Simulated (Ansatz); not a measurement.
Gas-phase electronic energies from Ansatz, PBE0-D4/def2-TZVP geometries. CBS: MP2 limit from def2 TZ/QZ plus the TZ coupled-cluster correction, frozen cores. This one scheme is used for every species. DFT in def2-TZVPP. B3LYP here is the variant with VWN-RPA as its local correlation; programs differ in this. For Br outer-core shells are correlated without core-valence functions, which leaves a few kJ/mol of doubt a bond. Scalar relativity is left out up to krypton. Each species was taken in one conformer, which may not be the lowest.

Consider the ligand exchange at the Al–Cl bond: `[OH][Al]([Cl])[Br]` + H–F → `[OH][Al]([F])[Br]` + HCl.

```csv
level,ΔE (kJ/mol),difference from CCSD(T)/CBS
PBE-D4,-17.4,1.3
revPBE-D4,-16.2,2.5
BLYP-D4,-26.1,-7.4
B97M-V,-23.2,-4.5
PBE0-D4,-14.2,4.5
B3LYP-D4,-23.3,-4.6
CAM-B3LYP-D4,-26.9,-8.2
B2PLYP,-25.3,-6.6
PBE-QIDH,-15.8,2.9
PBE0,-16.6,2.1
r2SCAN0,-18.6,0.1
BHLYP,-25.8,-7.1
HF/def2-QZVPP,-26.4,-7.7
MP2/def2-QZVPP,-17.4,1.3
SCS-MP2/def2-QZVPP,-22.0,-3.3
CCSD/CBS(def2),-20.1,-1.4
CCSD(T)/CBS,-18.7,0
```

(1) What do rigid-rotor, harmonic-oscillator terms from PBE0-D4/def2-TZVP frequencies (298.15 K, 1 bar) make of the CCSD(T)/CBS value? (Best estimate.)

Largest T1 diagnostic among the species: 0.010.

Answers

(1) Computed: ΔZPE = -4.4 kJ/mol, ΔH = -23.9 kJ/mol, ΔS = 1 J/(mol·K), ΔG = -24.3 kJ/mol.

The D4 term adds +4.5 kJ/mol with B3LYP and +2.4 kJ/mol with PBE0; it sums over pairs of atoms, weighted by their polarisabilities, and B3LYP, whose exchange is more repulsive, gets the larger term. Leaving LDA and LC-ωPBE aside and taking each functional with its dispersion term where it has one, the values, not all of them listed here, spread over 13.3 kJ/mol, from CAM-B3LYP-D4 to HSE06-D4.
